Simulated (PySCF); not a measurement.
**Electron correlation in Nb⁺ (niobium, charge +1)**

Starting occupation: [Kr] 4d4, 4d3/2 with m_j = -3/2, -1/2, +1/2, +3/2. Calculation: PySCF 2.14, in x2c-TZVPall-2c (8s9p7d1f, 77 functions); X2C-1e with screened-nucleus spin-orbit coupling, Gaussian nucleus. Frozen: [Ar] 3d10; 12 electrons correlated; the 6 highest virtual spinors left out.

MP2 pair energies summed by pair of shells (mhartree):

```
 pair  energy  share (%)
4d-4p  -91.33       38.4
4p-4p  -79.97       33.6
4d-4d  -27.97       11.8
4p-4s  -24.06       10.1
4d-4s   -9.95        4.2
4s-4s   -4.76        2.0
```

Total MP2 correlation energy: -238.04 mhartree.

The GHF reference relaxed away from the jj start to a determinant that is no pure jj level (⟨S²⟩ = 6.00, ⟨J²⟩ = 3.85); the energies belong to that determinant.

This basis was not built for core-valence correlation, so the inner-shell part is incomplete.
